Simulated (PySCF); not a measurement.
BaO, SMILES [O]=[Ba].

Geometry: r2SCAN-D4/def2-TZVPD. The def2 effective core potentials stand for the cores of Ba; spin–orbit coupling is left out.

Two levels are set side by side: TDA-PBE/def2-TZVPD (PySCF) and TDA-LC-ωPBE/def2-TZVPD (PySCF). Vertical, same geometry. The lowest singlet is HOMO→LUMO 100 % with PBE and HOMO→LUMO 77 %, HOMO→LUMO+3 13 % with the other functional; states are paired by order. Differences are taken from unrounded values.

| quantity | TDA-LC-ωPBE |
|---|---|
| lowest singlet excitation (eV) | 2.91 |
| lowest triplet excitation (TDA) (eV) | 2.77 |

Question: What does TDA-PBE give, and how far is it from TDA-LC-ωPBE? (The exact figures need the calculation; the answer reports its results.)

Answer: 
| quantity | TDA-PBE | TDA-PBE minus TDA-LC-ωPBE |
|---|---|---|
| lowest singlet excitation (eV) | 1.82 | -1.09 |
| lowest triplet excitation (TDA) (eV) | 1.65 | -1.12 |

Functionals without exact exchange tend to place singlet excitations lower, as here. Differences between two approximate levels are no errors against the true value.

Rough cost on one machine, each run with all the roots and properties that it gave: TDA-LC-ωPBE against TDA-PBE about 2 times.
